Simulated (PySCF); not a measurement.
Isomers of C6H7N3O.

All values: PBE0/pcSseg-1 (PySCF) at GFN2-xTB geometries, gas phase, one conformer each.

(1) Rank by LUMO energy, highest first.
A. `[CH3:1][CH2:2][c:3]1[cH:4][c:5]([CH:6]=[O:7])[n:8][n:9][n:10]1` with C1–C2–C3–C4 85°, C4–C5–C6–O7 0°
B. `[CH2:1]=[CH:2][n:3]1[cH:4][c:5]([C:6]([CH3:7])=[O:8])[n:9][n:10]1` with C1–C2–N3–C4 180°, C4–C5–C6–C7 180°
C. `[CH3:1][C:2](=[O:3])[c:4]1[n:5][cH:6][c:7]([CH3:8])[n:9][n:10]1` with C1–C2–C4–N5 -176°
D. `[CH:1]#[C:2][CH2:3][n:4]1[n:5][cH:6][c:7]([O:8][CH3:9])[n:10]1` with C2–C3–N4–N5 -92°, C6–C7–O8–C9 -179°
E. `[O:1]=[CH:2][c:3]1[n:4][n:5][cH:6][n:7]1[CH:8]1[CH2:9][CH2:10]1` with O1–C2–C3–N4 -178°, C6–N7–C8–C9 -77°
F. `[CH3:1][C:2](=[O:3])[c:4]1[cH:5][n:6][n:7][n:8][c:9]1[CH3:10]` with C1–C2–C4–C5 25°

(2) Rank by dipole moment, lowest first.
A. `[CH2:1]=[CH:2][c:3]1[n:4][nH:5][n:6][c:7]1[C:8]([CH3:9])=[O:10]` with C1–C2–C3–N4 0°, N6–C7–C8–C9 0°
B. `[O:1]=[CH:2][c:3]1[n:4][n:5][cH:6][n:7]1[CH:8]1[CH2:9][CH2:10]1` with O1–C2–C3–N4 -178°, C6–N7–C8–C9 -77°
C. `[CH:1]#[C:2][CH2:3][n:4]1[n:5][cH:6][c:7]([O:8][CH3:9])[n:10]1` with C2–C3–N4–N5 -92°, C6–C7–O8–C9 -179°
D. `[CH3:1][C:2](=[O:3])[c:4]1[n:5][n:6][cH:7][n:8][c:9]1[CH3:10]` with C1–C2–C4–N5 0°
E. `[CH2:1]=[CH:2][n:3]1[cH:4][c:5]([C:6]([CH3:7])=[O:8])[n:9][n:10]1` with C1–C2–N3–C4 180°, C4–C5–C6–C7 180°
F. `[CH3:1][c:2]1[n:3][n:4][c:5]([CH:6]=[O:7])[c:8]([CH3:9])[n:10]1` with N4–C5–C6–O7 180°

(3) Rank by the highest IAO charge on any atom, lowest value first.
A. `[CH2:1]=[CH:2][c:3]1[cH:4][n:5][n:6][c:7]([O:8][CH3:9])[n:10]1` with C1–C2–C3–C4 180°, N6–C7–O8–C9 180°
B. `[CH3:1][CH2:2][c:3]1[cH:4][c:5]([CH:6]=[O:7])[n:8][n:9][n:10]1` with C1–C2–C3–C4 85°, C4–C5–C6–O7 0°
C. `[CH2:1]=[CH:2][n:3]1[n:4][n:5][cH:6][c:7]1[C:8]([CH3:9])=[O:10]` with C1–C2–N3–N4 0°, C6–C7–C8–C9 0°
D. `[O:1]=[CH:2][c:3]1[n:4][n:5][cH:6][n:7]1[CH:8]1[CH2:9][CH2:10]1` with O1–C2–C3–N4 -178°, C6–N7–C8–C9 -77°

Answers

(1) D (-0.11 eV), B (-1.69 eV), E (-2.06 eV), C (-2.36 eV), F (-2.83 eV), A (-3.03 eV).

(2) D (0.66 D), C (1.55 D), F (2.26 D), A (2.98 D), E (3.43 D), B (4.52 D).

(3) D (+0.233 e), B (+0.253 e), C (+0.374 e), A (+0.415 e).

All values together:

```
             SMILES  μ (D)  HOMO (eV)  LUMO (eV)  lowest IAO charge (e)  highest IAO charge (e)  lowest Hirshfeld charge (e)  highest Hirshfeld charge (e)
C=Cc1n[nH]nc1C(C)=O   2.98      -7.19      -1.65             -0.477 (C)              +0.380 (C)                   -0.222 (O)                    +0.176 (H)
    CC(=O)c1nncnc1C   0.66      -7.12      -2.59             -0.475 (C)              +0.378 (C)                   -0.205 (O)                    +0.166 (C)
 C=Cn1cc(C(C)=O)nn1   3.43      -7.49      -1.69             -0.478 (C)              +0.381 (C)                   -0.247 (O)                    +0.156 (C)
   C=Cn1nncc1C(C)=O   2.26      -7.57      -2.34             -0.476 (C)              +0.374 (C)                   -0.215 (O)                    +0.162 (C)
    CC(=O)c1cnnnc1C   4.15      -7.23      -2.83             -0.481 (C)              +0.380 (C)                   -0.199 (O)                    +0.171 (C)
  Cc1nnc(C=O)c(C)n1   2.26      -7.07      -2.62             -0.441 (C)              +0.266 (C)                   -0.201 (O)                    +0.138 (C)
    O=Cc1nncn1C1CC1   4.52      -7.62      -2.06             -0.404 (O)              +0.233 (C)                   -0.218 (O)                    +0.120 (C)
    C=Cc1cnnc(OC)n1   4.85      -6.72      -2.40             -0.344 (N)              +0.415 (C)                   -0.147 (N)                    +0.182 (C)
  O=Cc1cn(C2CC2)nn1   5.09      -7.55      -1.52             -0.406 (O)              +0.245 (C)                   -0.240 (O)                    +0.113 (C)
  CC(=O)c1ncc(C)nn1   3.81      -7.06      -2.36             -0.479 (C)              +0.376 (C)                   -0.218 (O)                    +0.158 (C)
    CCc1cc(C=O)nnn1   3.47      -7.38      -3.03             -0.412 (C)              +0.253 (C)                   -0.202 (O)                    +0.133 (C)
    C#CCn1ncc(OC)n1   1.55      -6.81      -0.11             -0.323 (O)              +0.252 (C)                   -0.155 (N)                    +0.096 (H)
```

Conformers: `[CH2:1]=[CH:2][c:3]1[n:4][nH:5][n:6][c:7]1[C:8]([CH3:9])=[O:10]` with C1–C2–C3–N4 0°, N6–C7–C8–C9 0°; `[CH3:1][C:2](=[O:3])[c:4]1[n:5][n:6][cH:7][n:8][c:9]1[CH3:10]` with C1–C2–C4–N5 0°; `[CH2:1]=[CH:2][n:3]1[cH:4][c:5]([C:6]([CH3:7])=[O:8])[n:9][n:10]1` with C1–C2–N3–C4 180°, C4–C5–C6–C7 180°; `[CH2:1]=[CH:2][n:3]1[n:4][n:5][cH:6][c:7]1[C:8]([CH3:9])=[O:10]` with C1–C2–N3–N4 0°, C6–C7–C8–C9 0°; `[CH3:1][C:2](=[O:3])[c:4]1[cH:5][n:6][n:7][n:8][c:9]1[CH3:10]` with C1–C2–C4–C5 25°; `[CH3:1][c:2]1[n:3][n:4][c:5]([CH:6]=[O:7])[c:8]([CH3:9])[n:10]1` with N4–C5–C6–O7 180°; `[O:1]=[CH:2][c:3]1[n:4][n:5][cH:6][n:7]1[CH:8]1[CH2:9][CH2:10]1` with O1–C2–C3–N4 -178°, C6–N7–C8–C9 -77°; `[CH2:1]=[CH:2][c:3]1[cH:4][n:5][n:6][c:7]([O:8][CH3:9])[n:10]1` with C1–C2–C3–C4 180°, N6–C7–O8–C9 180°; `[O:1]=[CH:2][c:3]1[cH:4][n:5]([CH:6]2[CH2:7][CH2:8]2)[n:9][n:10]1` with O1–C2–C3–C4 -1°, C4–N5–C6–C7 -144°; `[CH3:1][C:2](=[O:3])[c:4]1[n:5][cH:6][c:7]([CH3:8])[n:9][n:10]1` with C1–C2–C4–N5 -176°; `[CH3:1][CH2:2][c:3]1[cH:4][c:5]([CH:6]=[O:7])[n:8][n:9][n:10]1` with C1–C2–C3–C4 85°, C4–C5–C6–O7 0°; `[CH:1]#[C:2][CH2:3][n:4]1[n:5][cH:6][c:7]([O:8][CH3:9])[n:10]1` with C2–C3–N4–N5 -92°, C6–C7–O8–C9 -179°.
